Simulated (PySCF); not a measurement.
**Correlation energy of Cl⁺ (chlorine, charge +1)**

[Ne] 3s2 3p4, high-spin 3P determinant. Computed with PySCF 2.14 in def2-TZVP (5s5p2d1f, 37 functions), with the non-relativistic Hamiltonian (point nucleus). Frozen: [Ne]; 6 electrons correlated.

MP2 pair energies summed by pair of shells (mhartree):

```csv
pair,energy,share (%)
3p-3p,-56.79,47.0
3s-3p,-55.01,45.5
3s-3s,-9.07,7.5
```

Total MP2 correlation energy: -120.87 mhartree.

Same-spin part -28.03 and opposite-spin part -92.83 mhartree; SCS-MP2 scales them by 1/3 and 6/5 to -120.75 mhartree.

| level | correlation energy (mhartree) |
| --- | --- |
| CCSD | -146.51 |
| (T) | -4.33 |
| CCSD(T) | -150.84 |

Diagnostics: T1 = 0.0087, D1 = 0.0281, largest double amplitude 0.060.

Problem. Is a single reference adequate?

Solution. Yes: T1 lies below 0.03 and no double amplitude reaches 0.07.
